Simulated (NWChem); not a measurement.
# PbH$_{2}$S$_{2}$, singlet; SMILES [SH][Pb][SH]

```xyz
5

Pb    -0.5126     0.0100     0.0000
S      1.2067     1.8898     0.0000
H      2.2820     1.0707     0.0000
S      1.2559    -1.8305     0.0000
H      0.3519    -2.8360     0.0000
```
Atoms are numbered in this order, from 1.

All runs: NWChem. Low-valent species are run as closed-shell singlets; no triplet was tried in these runs. All runs use the structure optimised with PBE0/def2-SVP. def2 effective core potentials on Pb; no spin-orbit coupling. Ions are spin-unrestricted doublets at the neutral geometry; other ion states weren't tried. Functional: LC-ωPBE (HJS hole) with def2-SVP; rows give the range parameter ω in 1/bohr.

| range parameter (1/bohr) | vertical ionisation energy, ΔSCF (eV) | −ε(HOMO) (eV) | ΔSCF minus −ε(HOMO) (eV) |
|---|---|---|---|
| 0.10 | 8.63 | 7.17 | 1.46 |
| 0.50 | 9.54 | 9.90 | -0.36 |
| 0.80 | ? | ? | ? |

Q: Complete the blanks.

A: 
- 0.80, vertical ionisation energy, ΔSCF (eV): 9.69
- 0.80, −ε(HOMO) (eV): 10.26
- 0.80, ΔSCF minus −ε(HOMO) (eV): -0.57
